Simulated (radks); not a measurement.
Values are calculated unless marked as measured or tabulated.
Valence configurations of Zr II (all share [Kr]). Code: a radial shooting solver on a logarithmic mesh with Libxc functionals. Model: Dirac Kohn-Sham, BLYP, spin-unpolarised, spherical densities, point nucleus; open shells fill j = l - 1/2 first. Energies are relative to 4d2 5s1; eigenvalues in eV.

valence	E (eV)	e(4d3/2)	e(5p1/2)	e(5s1/2)
4d2 5s1	0.000	-9.908	-	-9.933
4d1.5 5s1.5	0.114	-10.913	-	-10.422
4d2.5 5s0.5	0.129	-8.985	-	-9.468
4d3	0.473	-8.150	-	-
4d1 5s2	0.500	-11.991	-	-10.930
4d2.5 5p0.5	1.863	-9.447	-6.303	-
4d2 5p1	3.634	-10.829	-6.873	-
4d1 5s1 5p1	4.443	-12.912	-7.533	-11.529
4d1 5p2	8.492	-13.790	-7.990	-
5s1 5p2	10.834	-	-8.669	-13.089

NIST lists [Kr] 4d2 5s1 as the ground configuration; this level of theory agrees among the configurations tried. The energies are those of spherical spin-averaged densities, not of single terms.
